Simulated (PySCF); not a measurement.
# `[SiH3]C[C@@H]1C[Si@@H](S)[SiH2]1`: 4 charge schemes on one density

Compound: C₃H₁₂SSi₃.
Structure used (GFN2-xTB), in Å, numbered top down from 1:
```
atom  x, y, z in Å
Si1    2.7911    0.4899    0.2870
C2     1.4356   -0.4754   -0.6403
C3     0.0396    0.1178   -0.4849
C4    -0.4595    0.1326    0.9830
Si5   -2.2699   -0.4852    0.7593
S6    -3.7554    1.0738    1.0237
Si7   -1.3968   -0.8423   -1.3697
H8     2.7007    1.9054   -0.0802
H9     2.6319    0.3527    1.7362
H10    4.0999   -0.0411   -0.0973
H11    1.4216   -1.5136   -0.2991
H12    1.6865   -0.5076   -1.7039
H13    0.0751    1.1481   -0.8553
H14    0.1076   -0.5862    1.5741
H15   -0.3191    1.1017    1.4600
H16   -2.7451   -1.4430    1.7545
H17   -3.1561    1.9798    0.2666
H18   -1.0215   -2.2133   -1.7290
H19   -1.8757   -0.1846   -2.5920
```

Density: PBE0/pcSseg-1 (PySCF); schemes: Mulliken, IAO, Hirshfeld and ESP-fitted. One conformer (not necessarily the lowest) at the GFN2-xTB geometry, without solvent, vibrations or thermal averaging.

Atoms with like bonding are taken together and averaged. At which atom do the 4 schemes differ most?

At C3: from -0.543 (Mulliken) to +0.255 e (ESP-fitted), 0.798 e apart.

For which atoms does the sign change between the 4 schemes (beyond +0.03 e in one, beyond −0.03 e in another)?

C3. Atomic charges aren't observables, and each scheme defines them in its own way.

Tabulate the Mulliken, IAO, Hirshfeld and ESP-fitted charges.

In e; atoms taken as equivalent share a row and are averaged (×n: the atom named and its like, n in all):

| atom | environment | Mulliken | IAO | Hirshfeld | ESP-fitted |
| --- | --- | --- | --- | --- | --- |
| Si1 | SiH3 silicon | +0.497 | +0.592 | +0.311 | +0.434 |
| C2 | sp3 carbon bound to silicon | -0.461 | -0.519 | -0.156 | -0.509 |
| C3 | sp3 carbon bound to silicon | -0.543 | -0.344 | -0.106 | +0.255 |
| C4 | sp3 carbon bound to silicon | -0.461 | -0.542 | -0.166 | -0.513 |
| Si5 | SiH silicon | +0.413 | +0.536 | +0.249 | +0.190 |
| S6 | sulfur bonded to Si and H | -0.361 | -0.303 | -0.151 | -0.356 |
| Si7 | SiH2 silicon | +0.388 | +0.413 | +0.238 | +0.074 |
| H8/H9/H10 | Si–H hydrogen | -0.085 | -0.120 | -0.079 | -0.113 |
| H11 | methylene hydrogen | +0.141 | +0.138 | +0.036 | +0.141 |
| H12 | methylene hydrogen | +0.150 | +0.144 | +0.039 | +0.134 |
| H13 | methine hydrogen | +0.154 | +0.136 | +0.033 | +0.032 |
| H14 | methylene hydrogen | +0.150 | +0.147 | +0.038 | +0.178 |
| H15 | methylene hydrogen | +0.161 | +0.152 | +0.037 | +0.140 |
| H16 | Si–H hydrogen | -0.025 | -0.092 | -0.070 | +0.020 |
| H17 | S–H hydrogen | +0.148 | +0.098 | +0.052 | +0.207 |
| H18 | Si–H hydrogen | -0.051 | -0.100 | -0.075 | -0.037 |
| H19 | Si–H hydrogen | -0.046 | -0.095 | -0.072 | -0.050 |

Mean size of the charges over all atoms: IAO 0.248 e, Mulliken 0.232 e, ESP-fitted 0.190 e, Hirshfeld 0.109 e. Each set sums to the total charge, 0, to within 0.001 e. The IAO scheme projects the occupied orbitals on a minimal set of polarised atomic orbitals and counts the electrons in each atom's part of it. The ESP scheme fits charges at the nuclei, held to the total charge, to the electrostatic potential on points at 1.4 to 2.0 times the van der Waals radii.

How closely do the schemes follow one another over all atoms?

Correlation coefficient and root-mean-square difference: Mulliken with IAO 0.97, 0.070 e; IAO with Hirshfeld 0.96, 0.179 e; Mulliken with Hirshfeld 0.91, 0.174 e; IAO with ESP-fitted 0.79, 0.187 e; Hirshfeld with ESP-fitted 0.74, 0.170 e; Mulliken with ESP-fitted 0.71, 0.207 e.

Sum the charges by element, for elements with more than one atom.

| element | atoms | Mulliken | IAO | Hirshfeld | ESP-fitted |
| --- | --- | --- | --- | --- | --- |
| Si | 3 | +1.298 | +1.541 | +0.799 | +0.699 |
| C | 3 | -1.464 | -1.406 | -0.428 | -0.767 |
| H | 12 | +0.527 | +0.169 | -0.218 | +0.424 |

How many electrons does the Hirshfeld scheme count on C4?

Z − q = 6 − (-0.166) = 6.166.

The run behind these numbers computed NMR shieldings as well. Time: 44 s wall; peak memory 1.0 GiB. Hardware: one thread, Arm Neoverse V1 (aarch64), no GPU, shared host with 32 logical CPUs at a one-minute load of 18.
